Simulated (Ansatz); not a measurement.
A trace of molecular dynamics of BH8NSi3 (13 atoms, charge 0, multiplicity 1).

Theory: RKS LDA/def2-SVP (Ansatz 0.2.0).

| Quantity | Value |
| --- | --- |
| ensemble | NVE (velocity Verlet) |
| starting velocities drawn for | 100 K |
| seed | 2915 |

```
time (fs)  T (K)  potential energy less start (eV)  conserved less start (meV/atom)
      0.0    100                             0.000                             0.00
      4.0     36                             0.092                             0.07
      8.0     73                             0.039                             0.02
     12.0     59                             0.059                             0.06
     16.0    221                            -0.171                             0.07
     20.0    657                            -0.792                             0.03
     24.0   1118                            -1.448                            -0.07
     28.0   1085                            -1.400                            -0.02
     32.0    878                            -1.106                             0.01
     36.0    727                            -0.892                            -0.01
     40.0    521                            -0.598                             0.08
     44.0    549                            -0.639                            -0.03
     48.0    536                            -0.619                             0.07
     52.0    846                            -1.061                            -0.02
     56.0   1111                            -1.439                            -0.05
     60.0    954                            -1.214                            -0.01
     64.0    588                            -0.694                             0.02
     68.0    443                            -0.486                             0.07
     72.0    705                            -0.860                             0.02
     76.0   1075                            -1.387                            -0.07
     80.0    990                            -1.265                             0.01
     84.0    819                            -1.023                            -0.03
     88.0    574                            -0.673                             0.04
     92.0    512                            -0.586                             0.01
     96.0    679                            -0.824                             0.01
    100.0    899                            -1.136                            -0.01
```

**Question.** Is this trajectory sound?

**Answer.** The conserved energy stayed within 0.1 meV per atom of its start (net change -0.0074 meV per atom), so the integration is sound. The system heated up, since it started high on the potential surface and ran downhill. A run of 0.1 ps of so small a system gives no equilibrium averages. The orbitals stay closed-shell, which can raise the energy where a bond breaks towards radicals; this wasn't checked here. The time step was 0.5 fs.

Run time: 9.2 min on 2 threads of Arm Neoverse N1, with other jobs on the host, peak memory 0.17 GiB.
